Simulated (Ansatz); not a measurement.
Cost and result up the ladder for Ga₈N₈H₂₂, a nanocrystal cut from wurtzite GaN (hydrogen-capped) (38 atoms). Charge 0, multiplicity 1. Geometry: r2SCAN-D4/def2-SVP.

```
atom    x (Å)    y (Å)    z (Å)
 Ga1  -0.0196  -1.4265   3.4441
  N2   0.9742  -2.6223   2.1418
  N3  -0.7184  -0.0789   2.1466
 Ga4   0.7477   0.9042   1.2807
 Ga5   0.8726  -2.2243   0.1876
  N6   1.5606  -0.3962   0.0334
  N7  -0.0821   2.2603   0.1237
 Ga8   1.2971   3.4153  -0.7433
 Ga9   1.5152   0.1350  -1.8521
 N10   2.2336   1.9982  -1.8517
Ga11  -2.0418  -0.9118   0.9872
 N12  -1.0134  -2.0265  -0.2392
 N13  -2.6929   0.5912  -0.1638
Ga14  -1.3485   1.6364  -1.2164
Ga15  -1.2647  -1.5330  -2.1715
 N16  -0.3867   0.2744  -2.2285
 H17   1.0635  -0.7716   4.3707
 H18  -1.2139  -2.2938   3.9840
 H19   1.9618  -2.6473   2.4123
 H20   0.6538  -3.5839   2.2882
 H21  -1.2072   0.6008   2.7419
 H22   1.7922   1.4905   2.2867
 H23   1.6646  -3.3116  -0.6107
 H24   2.5539  -0.4475   0.2870
 H25  -0.5802   2.9048   0.7495
 H26   2.3338   3.9110   0.3242
 H27   0.5982   4.3662  -1.7813
 H28   2.3614  -0.7528  -2.8227
 H29   3.2173   1.9616  -1.5685
 H30   2.2678   2.3269  -2.8210
 H31  -3.2553  -1.6147   1.6786
 H32  -1.4292  -2.9644  -0.1959
 H33  -3.2565   1.2330   0.4009
 H34  -3.3556   0.1893  -0.8370
 H35  -2.0753   2.7237  -2.0734
 H36  -0.4366  -2.5276  -3.0609
 H37  -2.8142  -1.3194  -2.4127
 H38  -0.4771   0.5315  -3.2184
```

Ansatz on 2 threads of AMD EPYC 7R13 on a shared host and a share (18 GiB) of an NVIDIA H100 80GB HBM3. Times are rough, and most runs start from the orbitals of an earlier one. r2SCAN0-D4/def2-TZVP serves as the yardstick here, not as an exact answer. Differences are given only for rows in sets of like size (and for xTB, whose basis is part of the method), since another set adds its own error. Binding counts from free atoms at the same level (Ga doublet, N quartet, H doublet; other spins of the atoms weren't run), without zero-point energy or a counterpoise term.

Correlated methods freeze 80 core orbitals; core or outer-core shells of Ga are correlated, in sets that lack core-valence functions. The rows differ in basis, and correlated rows in double-zeta sets carry the largest basis error. Single mean-field runs in def2-SVP, def2-TZVP are fitted with def2-universal-jkfit.

Correlated methods converge slowly with the basis, most of all in double-zeta sets.

```
                         level  functions  wall time
               PBE-D4/def2-SVP        478      3.7 s
              PBE0-D4/def2-SVP        478      4.1 s
           r2SCAN-D4/def2-TZVP        764      4.7 s
          r2SCANh-D4/def2-TZVP        764      6.5 s
          r2SCAN0-D4/def2-TZVP        764      6.5 s
             PBE0-D4/def2-TZVP        764      6.5 s
PBE-D4/def2-TZVP (with forces)        764        7 s
    HF/def2-TZVP (with forces)        764      7.5 s
                  MP2/def2-SVP        478        8 s
```

(1) Estimate what each level gives for the binding energy per atom (eV).

Answers

(1) 
```tsv
level	binding energy per atom (eV)	difference from r2SCAN0-D4/def2-TZVP (eV)
PBE-D4/def2-SVP	3.31	–
PBE0-D4/def2-SVP	3.27	–
r2SCAN-D4/def2-TZVP	3.26	0.05
r2SCANh-D4/def2-TZVP	3.24	0.03
r2SCAN0-D4/def2-TZVP	3.21	0.00
PBE0-D4/def2-TZVP	3.24	0.03
PBE-D4/def2-TZVP (with forces)	3.28	0.07
HF/def2-TZVP (with forces)	2.19	-1.02
MP2/def2-SVP	3.12	–
```
